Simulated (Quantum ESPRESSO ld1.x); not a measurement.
Q: Radial electron density D(r) = 4 pi r^2 rho(r) of an atom or ion with 22 electrons. All-electron calculation, scalar-relativistic Kohn-Sham, LDA (Slater exchange, VWN5 correlation), spin-polarised, spherical densities, point nucleus. Program: ld1.x of Quantum ESPRESSO 7.5.

r (bohr)  D(r) (e/bohr)   spin D(r)
0.002677         0.6160  0.00000449
0.003167         0.8399  0.00000623
0.003716          1.124  0.00000852
0.004396          1.520   0.0000119
0.005159          2.016   0.0000164
0.006054          2.659   0.0000228
0.007161          3.528   0.0000325
0.008404          4.582   0.0000464
0.009941          5.967   0.0000687
0.01167           7.587    0.000102
0.01369           9.522    0.000154
0.0162            11.89    0.000245
0.01901           14.42    0.000388
0.02248           17.27    0.000638
0.02638           20.00     0.00104
0.03096           22.52     0.00169
0.03662           24.63     0.00283
0.04298           25.84     0.00457
0.05084           26.04     0.00744
0.05966           25.17      0.0116
0.07002           23.48      0.0176
0.08282           21.41      0.0264
0.09719           19.90      0.0373
0.115             19.60      0.0513
0.1349            20.90      0.0663
0.1583            23.46      0.0820
0.1873            26.38      0.0989
0.2198            27.92       0.118
0.26              26.92       0.150
0.3051            23.21       0.206
0.3581            17.78       0.309
0.4236            12.23       0.487
0.4971            8.869       0.728
0.5833            8.033        1.02
0.69              8.997        1.31
0.8097            10.03        1.51
0.9579            9.859        1.56
1.124             8.270        1.46
1.319             5.965        1.25
1.56              3.723       0.976
1.831             2.275       0.720
2.166             1.480       0.487
2.542             1.135       0.308
2.983            0.9185       0.170
3.529            0.6850      0.0715
4.141            0.4486      0.0188
4.899            0.2366    -0.00269
5.749            0.1041    -0.00514
6.746           0.03705    -0.00192
7.98            0.01122     0.00135
9.365          0.005466     0.00348
11.08          0.005938     0.00568
13             0.008446     0.00842
15.26           0.01170      0.0117
18.05           0.01447      0.0145
21.18           0.01448      0.0145
25.05           0.01077      0.0108
29.4           0.005680     0.00568
34.5           0.001992     0.00199
40.81         0.0004130    0.000413

What is the nuclear charge?

A: Z = 22. The innermost maximum, from 1s, lies near gamma/Z bohr with gamma = sqrt(1 - (Z/c)^2) = 0.987, here 0.0449 bohr (found: 0.0481), and its height grows with Z. The density is that of neutral titanium in [Ne] 3s2 3p5.75 3d2 4s2 4d0.25; the configuration itself is not fixed sharply by these data, and Z only to about a unit. D(r) has 4 maxima, at r = 0.0481, 0.227, 0.863, 19.5 bohr, and minima at 0.110, 0.569, 9.90 bohr, inside which lie 2.15, 10.45, 21.76 electrons.
